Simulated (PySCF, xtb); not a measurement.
I3Si, SMILES I[Si](I)I (connectivity only; charge and spin as stated), charge +1, multiplicity 1.

Coordinates come from a B3LYP-D3(BJ)/def2-SVP optimisation. The spin state was assumed, not searched. The isomer is the one that the SMILES or the coordinates give; other isomers of the formula were not compared. The def2 effective core potentials stand for the cores of I; spin–orbit coupling is left out.

Computed with C-PCM-B3LYP/def2-SVP run with PySCF.

The values are the electrostatic part of the solvation free energy, E(continuum) − E(gas) at the gas-phase geometry, in a cavity of scaled van der Waals radii (PySCF's table); cavitation and dispersion terms are not included. In vacuum the orbital gap is 4.06 eV.

```csv
solvent,ε,ΔG(elec) (kcal/mol),gap (eV)
water,78.36,-49.4,4.16
chlorobenzene,5.70,-41.2,4.14
dimethylsulfoxide,46.83,-49.0,4.16
```

For comparison, GFN2-xTB/ALPB(water) (xtb, at the GFN2-xTB geometry, all terms of that model) gives -34.4 kcal/mol.
